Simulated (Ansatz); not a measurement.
Consider the formal exchange of groups at a B–S bond: `CSBCl` + `CNCN` → `NBCl` + `CNCSC`.

Computed with Ansatz on PBE0-D4/def2-TZVP structures; ΔE is electronic, products minus reactants. CCSD(T)/CBS is the MP2 limit (def2-TZVPP, def2-QZVPP) plus CCSD(T) − MP2 in def2-TZVPP, frozen cores. Functionals use def2-TZVPP. B3LYP here is the variant with VWN-RPA as its local correlation; programs differ in this. One conformer a species, not always the lowest.

Problem. Is it downhill or uphill in electronic energy at CCSD(T)/CBS, and by how much? (Estimate.)

Solution. The calculation gave: Downhill: ΔE = -71.2 kJ/mol.

Problem. What do these levels give: r2SCAN-D4, B3LYP-D4, ωB97X-V, B2PLYP, B3LYP, MP2/def2-TZVPP, SCS-MP2/def2-TZVPP, CCSD(T)/def2-TZVPP, HF/def2-QZVPP, MP2/def2-QZVPP, HF/CBS(def2), CCSD/CBS(def2)? (Estimate.)

Solution. Ansatz gave: r2SCAN-D4 -69.9, B3LYP-D4 -73.4, ωB97X-V -69.9, B2PLYP -71.3, B3LYP -71.7, MP2/def2-TZVPP -70.6, SCS-MP2/def2-TZVPP -70.7, CCSD(T)/def2-TZVPP -67.7, HF/def2-QZVPP -75.1, MP2/def2-QZVPP -72.9, HF/CBS(def2) -75.3, CCSD/CBS(def2) -72.4 kJ/mol.

Largest T1 diagnostic among the species: 0.013.

In def2-TZVPP, CCSD(T) changes the Hartree–Fock value by +6.5 kJ/mol (the triples alone add +1.2 kJ/mol) and MP2 by +3.6 kJ/mol.
